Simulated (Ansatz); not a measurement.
# Four-centre ligand exchange

Start structure (SiH3BrClF, closed shell), relaxed at PBE0-D4/def2-TZVP:

Si1  (-0.293, 0.986, -0.068)
Br2  (0.414, -0.075, 1.761)
H3  (0.631, 0.647, -1.163)
H4  (-0.323, 2.423, 0.261)
Cl5  (-2.172, 0.367, -0.538)
H6  (0.836, -1.953, 0.280)
F7  (0.908, -2.395, -0.532)
(Å)

The step: SiH₂BrCl ([Cl][SiH2][Br]) + HF → SiH₂ClF ([F][SiH2][Cl]) + HBr; bonds formed: Si1–F7, Br2–H6; bonds broken: Si1–Br2, H6–F7. Computed with Ansatz 0.2.0 (basis: def2-TZVPP and def2-QZVPP); correlated methods freeze the cores. Filled d shells of the heavier atoms are correlated. The def2 sets are not built for correlating such inner shells, so the correlated values are less sure here. Extrapolation: Hartree–Fock as exp(−7.88 √X), correlation as X^−2.97. Energies below are by CCSD(T) at an estimated basis limit (MP2 extrapolated from triple and quadruple zeta, plus CCSD(T) − MP2 in triple zeta).

(1) What are the electronic barrier and the energy of the step, from the start structure to the end structure? (Judge from chemistry; the value comes from the calculation.)

The T1 diagnostic stays at or below 0.010.

## Answers

(1) Computed: Barrier 118.3 kJ/mol; step energy -42.0 kJ/mol (downhill); reverse barrier, their difference, 160.3 kJ/mol. Barrier and step energy count from the start structure, the reverse barrier from the end structure.

The saddle point: One imaginary mode of 227i cm⁻¹.
| pair | start (Å) | saddle (Å) | end (Å) |
| --- | --- | --- | --- |
| Si1–F7 | 3.62 | 1.95 | 1.60 |
| Br2–H6 | 2.43 | 1.88 | 1.42 |
| Si1–Br2 | 2.23 | 2.53 | 3.82 |
| H6–F7 | 0.93 | 1.02 | 2.43 |

Zero-point energy (harmonic, PBE0-D4): ZPE is 81.6 kJ/mol at the start and 80.0 kJ/mol at the saddle, so the barrier goes from 118.3 to 116.7 kJ/mol.

Labels in which every atom is bracketed show which atoms are joined, not bond orders.

For scale, one of the runs: CCSD(T)/def2-TZVPP, 205 basis functions, launched by `ansatz run in.yaml --threads 4 --pin off --events-out ev --progress --plain --max-ram 9574MiB`. Time: 2.4 min of wall clock on 4 CPU threads of an Arm Neoverse N1; the host was shared. Peak host memory: 2.6 GiB.
